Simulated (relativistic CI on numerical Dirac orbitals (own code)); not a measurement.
Pt⁺: resonant inelastic scattering at the O2,3 edge

Computed with this model: Dirac-Coulomb-Breit CI, separate exchange-only KLI orbitals for each configuration, model QED (radiative potential, 1s self-energy scaled to tabulated hydrogen-like ionisation energies), valence Slater integrals scaled by 0.8, Kramers-Heisenberg scattering through one core-hole configuration in a parametric crystal field; configurations [Xe] 4f14 5d9 → [Kr] 4d10 4f14 5s2 5p5 5d10; 10 K; core-hole width 1 eV; summed over polarisations. Incident energies are the highest absorption maxima for each field (at most a few, so the weaker spin-orbit partner edge can be absent), on the computed scale of the free ion. Intensities are in per cent of the strongest line above 0.02 eV; levels within 1 cm⁻¹ are merged; final levels count from the ground level, the first row holds all elastic scattering, lines under 0.4 are left out and each table stops after 24 rows. The scale of the Slater integrals is a model choice and moves the terms in proportion.

Field parameters in Wybourne normalisation: Td as Oh with Dq negative (B⁴₀ = 21Dq, B⁴₄ = √(5/14) B⁴₀). The field is a parameter set, without covalency.

S is read from ⟨S²⟩ = S(S + 1).

Td, 10Dq = -8850 cm⁻¹:

```tsv
Final level (eV)	Degeneracy	Irrep	S	52.6 eV
0.000	2	Γ7	0.50	58.1
0.416	4	Γ8	0.50	100.0
1.853	4	Γ8	0.50	36.0
```

Td, 10Dq = -12150 cm⁻¹:

```tsv
Final level (eV)	Degeneracy	Irrep	S	52.8 eV
0.000	2	Γ7	0.50	62.8
0.482	4	Γ8	0.50	100.0
2.196	4	Γ8	0.50	47.0
```

Td, 10Dq = -10450 cm⁻¹:

```tsv
Final level (eV)	Degeneracy	Irrep	S	52.7 eV
0.000	2	Γ7	0.50	60.4
0.452	4	Γ8	0.50	100.0
2.015	4	Γ8	0.50	41.4
```

For the first field the strongest loss at the lowest incident energy is the level at 0.42 eV (S = 0.50, against 0.50 in the thermal ground state).
